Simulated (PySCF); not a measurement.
C7H12NP.
Z-matrix (Å and degrees, GFN2-xTB geometry), rows numbered from 1:
```
C 
C   1  1.5287
C   2  1.4968  1  110.64
C   3  1.3649  2  124.43  1   -91.72
N   4  1.3556  3  113.91  2   178.11
C   5  1.4409  4  123.68  3  -176.53
C   6  1.5281  5  111.26  4    87.81
C   5  1.3509  4  112.65  3    -0.96
P   8  1.7155  5  114.15  4     0.79
H   1  1.0876  2  110.72  3  -178.87
H   1  1.0881  2  110.32  3    60.80
H   1  1.0880  2  109.85  3   -58.66
H   2  1.0934  1  109.57  3  -120.94
H   2  1.0922  1  109.13  3   120.66
H   4  1.0766  3  126.67  2    -2.96
H   6  1.0938  5  108.62  4   -33.36
H   6  1.0937  5  108.64  4  -151.16
H   7  1.0874  6  110.25  5    60.51
H   7  1.0874  6  110.35  5   -59.22
H   7  1.0865  6  110.12  5  -179.44
H   8  1.0761  5  119.01  4  -179.84
```

Probes without a nucleus sit at each ring's centroid and 1 Å off its mean plane on both sides; NICS is minus the shielding there, NICSzz its component along the normal. Level: GIAO PBE0/pcSseg-1 (PySCF, non-relativistic, gas phase) on the GFN2-xTB geometry, one conformer.

Ring bond lengths (Å), with Mayer bond orders in brackets: C3–C4 1.365 (1.49), C4–N5 1.356 (1.10), N5–C8 1.351 (1.21), C8–P9 1.715 (1.43), P9–C3 1.771 (1.23).

What do the NICS probes read (ppm)?

```json
{"ring": "C3–C4–N5–C8–P9", "type": "5-membered ring with N and P; formal bonds all aromatic", "NICS(0)": "-12.4", "NICS(1), two faces": "-10.6 / -10.9", "NICS(1)zz, two faces": "-25.3 / -27.4", "rms pucker (Å)": "0.00", "centre to ring atoms, mean (Å)": "1.28"}
```

What do they say, and how far can they be read as aromaticity?

- C3–C4–N5–C8–P9: mean NICS(1)zz -26.3 ppm, shielded.

How equal are the bonds by HOMA? HOMA takes Krygowski's 1993 parameters.

- C3–C4–N5–C8–P9: HOMA 0.82; the largest term is that of P9–C3, α(R − Ropt)² = 0.64.

What field does 9.4 T along the ring normal induce along that normal at the first NICS(1) probe listed for ring C3–C4–N5–C8–P9, 1 Å off the ring?

NICSzz × B0 = -25.3 ppm × 9.4 T = -238 μT, against the applied field.

How shielded are the nuclei of the rings and their hydrogens (means over atoms taken as equivalent)?

```
atoms                          environment  σ isotropic (ppm)  principal values of the symmetric part, first atom (ppm)
   C3          substituted aromatic carbon               24.7                                        -72.8, -2.2, 149.1
   C4  aromatic CH next to a ring nitrogen               56.6                                        -21.3, 76.3, 114.8
   N5                pyrrole-type nitrogen               56.7                                        -29.3, 35.6, 163.9
   C8  aromatic CH next to a ring nitrogen               29.2                                        -96.1, 58.8, 125.0
   P9             phosphorus bonded to 2 C              195.3                                        49.3, 107.8, 428.9
  H15                    aromatic hydrogen              24.50                                          20.8, 24.3, 28.4
  H21                    aromatic hydrogen              23.92                                          21.4, 22.9, 27.4
```
